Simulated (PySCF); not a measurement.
Job file and geometry (Å, from GFN2-xTB) of an NMR shielding run on SMILES [SiH3][C@H](C[C@@H](B)CC#C)F, C6H12BFSi, GIAO PBE0/pcSseg-1 NMR shielding, non-relativistic, gas phase in PySCF 2.14.0, density-fitted response routines; density fitting, a coarse starting grid and PySCF grid level 2 are the driver's defaults:

```
$ OMP_NUM_THREADS=1 python probes_run.py task.json out

{"job": {"kind": "nmr", "xc": "PBE0", "basis": "pcSseg-1"}, "charge": 0, "multiplicity": 1}
B     -0.412500    -1.584344    -1.350322
C     -0.936897    -0.261028    -0.596998
C     -2.096199    -0.549454     0.370975
C     -2.539901     0.652117     1.046666
C     -2.873372     1.667840     1.585116
C      0.270525     0.306640     0.162614
C      1.450454     0.308890    -0.793665
F      1.389127    -0.934356    -1.475413
Si     3.180811     0.440996     0.024816
H     -0.205023    -2.534969    -0.692666
H     -0.648825    -1.733611    -2.488979
H     -1.280757     0.505331    -1.301654
H     -1.782150    -1.285223     1.117170
H     -2.934690    -0.973148    -0.188844
H     -3.185072     2.547387     2.064617
H      0.090618     1.317462     0.532307
H      0.493543    -0.335578     1.018160
H      1.292974     1.051274    -1.584356
H      4.188277     0.374016    -1.030878
H      3.220841     1.721411     0.727776
H      3.309295    -0.684711     0.946373
```

**Question.** Write the output of this run.

**Answer.** 
```
coarse grid: 17752 points
cycle   1  E = -649.2197700710  dE =  8.482e-01  |g| = 4.894e-01  |ddm| = 4.165e+00
cycle   2  E = -649.2227412612  dE = -2.971e-03  |g| = 5.156e-01  |ddm| = 1.056e+00
cycle   3  E = -649.2754972168  dE = -5.276e-02  |g| = 9.948e-02  |ddm| = 4.802e-01
cycle   4  E = -649.2769840903  dE = -1.487e-03  |g| = 3.034e-02  |ddm| = 8.819e-02
cycle   5  E = -649.2771500018  dE = -1.659e-04  |g| = 9.287e-03  |ddm| = 3.325e-02
cycle   6  E = -649.2771658691  dE = -1.587e-05  |g| = 4.045e-03  |ddm| = 9.821e-03
cycle   7  E = -649.2771693401  dE = -3.471e-06  |g| = 1.538e-03  |ddm| = 3.629e-03
final grid: 166456 points
cycle   8  E = -649.3376395349  dE = -6.260e-05  |g| = 9.251e-03  |ddm| = 4.723e-02
cycle   9  E = -649.3376132001  dE =  2.633e-05  |g| = 1.391e-02  |ddm| = 2.073e-02
cycle  10  E = -649.3376600961  dE = -4.690e-05  |g| = 3.075e-03  |ddm| = 1.227e-02
cycle  11  E = -649.3376623336  dE = -2.238e-06  |g| = 5.360e-04  |ddm| = 2.411e-03
cycle  12  E = -649.3376623946  dE = -6.094e-08  |g| = 1.923e-04  |ddm| = 5.505e-04
cycle  13  E = -649.3376624010  dE = -6.457e-09  |g| = 5.853e-05  |ddm| = 1.639e-04
cycle  14  E = -649.3376624016  dE = -5.598e-10  |g| = 1.495e-05  |ddm| = 5.880e-05
converged SCF energy = -649.3376624016

GIAO shielding tensors (ppm)
atom      isotropic    diamagn.    paramagn.     s11        s22        s33       span
  0 B       54.487     191.226    -136.738      5.995     26.382    131.086    125.091
  1 C      152.605     251.965     -99.359    143.015    144.768    170.033     27.017
  2 C      166.200     248.557     -82.357    152.644    169.885    176.072     23.429
  3 C       96.801     261.302    -164.500     -6.154      2.302    294.256    300.410
  4 C      111.948     258.343    -146.395     39.004     43.364    253.476    214.472
  5 C      141.791     253.930    -112.138    117.845    143.320    164.208     46.363
  6 C       88.218     251.508    -163.291     31.891     68.890    163.872    131.981
  7 F      402.272     478.049     -75.778    309.392    424.533    472.889    163.496
  8 Si     419.334     879.340    -460.006    385.116    415.715    457.170     72.054
  9 H       26.655      31.154      -4.499     20.505     28.320     31.138     10.633
 10 H       26.165      30.616      -4.451     21.527     27.356     29.612      8.085
 11 H       29.883      33.876      -3.993     25.750     28.957     34.942      9.192
 12 H       29.699      29.425       0.275     24.893     28.703     35.502     10.609
 13 H       29.269      26.086       3.182     23.238     28.471     36.098     12.860
 14 H       30.310      34.566      -4.256     24.886     25.248     40.797     15.912
 15 H       29.075      34.561      -5.487     23.943     29.756     33.525      9.582
 16 H       29.855      35.425      -5.570     25.001     31.018     33.546      8.545
 17 H       26.838      32.221      -5.383     24.097     25.944     30.472      6.374
 18 H       27.529      27.798      -0.269     23.912     25.474     33.202      9.291
 19 H       27.804      28.579      -0.774     24.187     26.352     32.874      8.687
 20 H       27.782      28.737      -0.955     24.281     26.855     32.209      7.928
```

Size and cost of the density-fitted run: 220 basis functions, 50 s wall time on 1 thread of an Arm Neoverse V2, shared host; peak memory 0.99 GiB.
